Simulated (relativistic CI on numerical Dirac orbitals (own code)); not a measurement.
## One change at a time: Pt75+

Base calculation: Dirac-Coulomb-Breit CI, KLI orbitals optimised for each configuration, model QED (radiative potential, 1s self-energy scaled to tabulated hydrogen-like ionisation energies), unscaled Slater integrals.

Configurations in the expansion (outside the closed core 1s2): 2s, 2p, 3s, 3p, 3d, 4s, 4p, 4d, 4f, 5s, 5p, 5d, 5f, 5g. Levels of other configurations are missing.

The lowest level and the first level of each name with at least 55 % of one term (blank where a level has no safe partner in the second run):

| Level | Base (eV) | Shift (eV) |
| --- | --- | --- |
| 2s 2S_1/2 | 0.0 | 0.0 |
| 2p 2P°_1/2 | 212.6 | -20.2 |
| 2p 2P°_3/2 | 2126.0 | +4.1 |
| 3s 2S_1/2 | 12598.2 | +13.8 |
| 3p 2P°_1/2 | 12655.1 | +8.7 |
| 3p 2P°_3/2 | 13226.0 | +14.8 |
| 3d 2D_3/2 | 13238.2 | +18.7 |
| 3d 2D_5/2 | 13396.1 | +19.0 |
| 4s 2S_1/2 | 16902.0 | +16.9 |
| 4p 2P°_1/2 | 16924.9 | +14.9 |
| 4p 2P°_3/2 | 17163.9 | +17.3 |
| 4d 2D_3/2 | 17169.1 | +18.9 |
| 4d 2D_5/2 | 17236.2 | +19.0 |
| 4f 2F°_5/2 | 17236.3 | +19.1 |
| 4f 2F°_7/2 | 17268.6 | +19.1 |
| 5s 2S_1/2 | 18854.6 | +18.0 |
| 5p 2P°_1/2 | 18866.0 | +17.0 |
| 5p 2P°_3/2 | 18987.4 | +18.2 |
| 5d 2D_3/2 | 18990.1 | +18.9 |
| 5d 2D_5/2 | 19024.4 | +19.0 |
| 5f 2F°_5/2 | 19024.5 | +19.1 |
| 5g 2G_7/2 | 19041.1 | +19.1 |

At this charge energies of transitions that change n are usually good to better than 1 %, and those within a shell (Δn = 0) to a few per cent.

Question: One thing was changed in a second run, which moved the levels as shown. Which?
A. configuration mixing switched off
B. QED terms removed
C. Breit term removed

Answer: C. Breit term removed. The Breit term mainly narrows fine-structure intervals, so removing it widens them.
